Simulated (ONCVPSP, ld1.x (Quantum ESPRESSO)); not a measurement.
# Potentials for oxygen compared

Generated with ld1.x 7.5 (TM, RRKJ, ultrasoft, PAW), atompaw 4.2 or ONCVPSP 4.0.1. The cutoff is in Ry: for ld1.x and atompaw files where the sum of valence levels is converged to 10 mRy in a Bessel basis, for ONCV files where the hardest occupied wave has 1 mHa per electron of residual kinetic energy. The error is the largest all-electron minus pseudo excitation energy over each file’s own four to seven test configurations (ionisations up to +4, promotions, holes and added fractions of an electron), all of which were solved. The labels leave out finer settings (local radius, basis sizes, second energies), which also bear on the numbers. Spin-polarised tests are not counted. The rows are a selection from randomly drawn settings: files with unsolved tests, undetermined cutoffs or missed reference levels are left out.

A true bound ghost makes a file unfit for plane-wave use even where its test errors are small: the radial tests pick states by their node count and pass the ghost by.

```tsv
potential	cutoff (Ry)	largest error (meV)	bound ghosts
ONCV, PBEsol, scalar-relativistic, rc 0.85/2.05 (sp), local smoothed, core correction yes, reference 2s2 2p4, qcut 8.9/7.2, projectors 2/2	78	+6776	none
ONCV, PBE, non-relativistic, rc 1.00/1.15 (sp), local smoothed, core correction no, reference 2s2 2p4, qcut 6.6/11.7, projectors 2/2	88	+384	none
ONCV, PBE, non-relativistic, rc 0.85/1.25 (sp), local smoothed, core correction yes, reference 2s2 2p4, qcut 10/8.9, projectors 2/3	83	+1676	none
ONCV, Wu-Cohen, scalar-relativistic, rc 0.40/1.45/1.15 (spd), local smoothed, core correction no, reference 1s2 2s1 2p5, qcut 38.6/10.2/9.3, projectors 2/2/2	974	+271	none
```

(1) Fill in the row for O: TM, PBE, non-relativistic, rc 0.95/1.55 (sp), local smoothed, core correction no, reference 2s2 2p2.

(2) Fill in the row for O: TM, PBE, non-relativistic, rc 0.75/1.05 (sp), local s, core correction yes, reference 2s1.75 2p4.25.

(3) Fill in the row for O: ONCV, LDA (Perdew-Zunger), scalar-relativistic, rc 0.70/1.90 (sp), local smoothed, core correction yes, reference 2s2 2p4, qcut 9.8/8.6, projectors 3/2.

Answers

(1) cutoff 80 Ry, largest error +1364 meV, bound ghosts: none.

(2) cutoff 110 Ry, largest error +825 meV, bound ghosts: none.

(3) cutoff 83 Ry, largest error +1739 meV, bound ghosts: s.
